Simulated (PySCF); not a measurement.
## Relaxation of singlet Cs₂O

These are results of PySCF, B3LYP, basis O def2-TZVP, Cs def2-TZVP with ECP46 (scalar-relativistic core potentials, no spin–orbit coupling, density fitting), not measurements. A (50,194) grid was used.

A hand-made linear start, of D∞h symmetry, held to at least that symmetry:

```xyz
3
charge 0 multiplicity 1, angstrom
O     0.0000    0.0000    0.0000
Cs    0.0000    0.0000    2.9500
Cs    0.0000    0.0000   -2.9500
```

Optimiser trace:
```
step  E − E(last) (kJ/mol)  largest gradient (Eh/bohr)
   0                116.55                     0.03164
   1                 90.78                     0.03094
   2                 20.46                     0.02051
   3                  4.89                     0.01384
   4                  0.35                     0.00359
   5                  0.00                     0.00056
   6                  0.00                     0.00003
```

It ends at D∞h with O–Cs 2.418 Å (×2); Cs–O–Cs 180.0° (after a last refinement on a finer grid). A frequency run shows a minimum.

Final geometry:
```xyz
3
charge 0 multiplicity 1, angstrom
O     0.0000    0.0000    0.0000
Cs    0.0000    0.0000    2.4177
Cs    0.0000    0.0000   -2.4177
```

The relaxation took 9.9 s on 2 threads of a shared Arm Neoverse V2 host, with 89 basis functions and 7 gradients; the process peaked at 0.49 GiB. Launch command: `OMP_NUM_THREADS=2 python axn.py task.json out`.
